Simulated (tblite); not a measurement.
C6H15P.
SMILES: `CP(C)C(C)(C)C`

Computed values, GFN2-xTB/tblite, gas phase, harmonic and unscaled. Against measured fundamentals such values can be off by several per cent, at times by over 20.

Harmonic wavenumbers (cm⁻¹): 59.0, 170.1, 187.2, 198.6, 204.4, 229.3, 237.0, 262.3, 283.3, 292.9, 314.2, 351.0, 395.5, 403.9, 592.6, 707.3, 733.9, 812.4, 844.8, 856.5, 887.6, 927.6, 958.0, 963.0, 964.9, 1024.9, 1025.5, 1199.4, 1222.5, 1232.6, 1313.5, 1317.7, 1403.0, 1403.8, 1423.8, 1439.7, 1451.9, 1458.2, 1464.2, 1489.8, 1494.1, 1494.8, 1506.4, 1511.1, 1512.5, 2989.8, 2997.8, 2999.1, 3000.4, 3001.4, 3006.1, 3007.8, 3010.1, 3016.0, 3020.3, 3021.0, 3023.3, 3025.9, 3029.8, 3035.3.

A = 2645, B = 1741, C = 1497 MHz; mass 118.091 u (most abundant isotopes); point group C1, symmetry number 1.

Q: What is the zero-point energy?

A: ½Σν̃ = 42705 cm⁻¹ = 122.10 kcal/mol.

Q: What is S at 298.15 K and 1 bar for an ideal gas of classical rigid rotors and harmonic oscillators?

A: Translation 40.24, rotation 28.24, vibration 28.86: S = 97.3 cal/(mol K).

Q: And Cp and H(298.15 K) − H(0)?

A: Cp = 41.53 cal/(mol K), of which vibrations give 33.58 (their classical limit is 60 R = 119.2); H(298.15 K) − H(0) = 7.32 kcal/mol without the zero-point energy, 4.95 from vibrations.

Q: Blend soft modes into free rotors: weight 1/[1 + (100 cm⁻¹/ν̃)⁴] for the oscillator and the rest for a rotor with moment μB/(μ + B), μ = h/(8π²ν), B = 10⁻⁴⁴ kg m². What vibrational entropy results?

A: 27.89 cal/(mol K) in place of 28.86, which changes −T·S at 298.15 K by +0.29 kcal/mol.

Q: How do the functions run with temperature in this model?

A: 
```json
{"T (K)": "150", "S (cal/(mol K))": "74.7", "Cp (cal/(mol K))": "25.8", "H − H(0) (kcal/mol)": "2.32", "G − H(0) (kcal/mol)": "-8.89", "ln q(vib)": "2.13"}
{"T (K)": "250", "S (cal/(mol K))": "90.5", "Cp (cal/(mol K))": "36.5", "H − H(0) (kcal/mol)": "5.44", "G − H(0) (kcal/mol)": "-17.18", "ln q(vib)": "4.82"}
{"T (K)": "400", "S (cal/(mol K))": "111.0", "Cp (cal/(mol K))": "52.0", "H − H(0) (kcal/mol)": "12.09", "G − H(0) (kcal/mol)": "-32.32", "ln q(vib)": "9.02"}
{"T (K)": "600", "S (cal/(mol K))": "135.5", "Cp (cal/(mol K))": "69.1", "H − H(0) (kcal/mol)": "24.28", "G − H(0) (kcal/mol)": "-57.02", "ln q(vib)": "14.57"}
{"T (K)": "900", "S (cal/(mol K))": "167.1", "Cp (cal/(mol K))": "86.9", "H − H(0) (kcal/mol)": "47.87", "G − H(0) (kcal/mol)": "-102.56", "ln q(vib)": "22.46"}
```

q(vib) and H(0) count from the zero-point level.

Q: What must be added to the electronic energy to get the Gibbs energy at 298.15 K and 1 bar?

A: ZPE + [H(298.15 K) − H(0)] − T·S = 122.10 + 7.32 − 29.02 = 100.40 kcal/mol.

Q: Which modes carry the vibrational entropy at 298.15 K?

A: 59.0 cm⁻¹: 4.49; 170.1 cm⁻¹: 2.43; 187.2 cm⁻¹: 2.26; 198.6 cm⁻¹: 2.15; 204.4 cm⁻¹: 2.09; 229.3 cm⁻¹: 1.88 cal/(mol K); the other 54 give 13.55 together.

Hindered rotation and anharmonicity are outside this model. The structure is chiral; the term R ln 2 for an equal mix with its mirror image is left out.

Conformer computed: `[CH3:1][P:2]([CH3:3])[C:4]([CH3:5])([CH3:6])[CH3:7]`: C1–P2–C4–C5 161°.
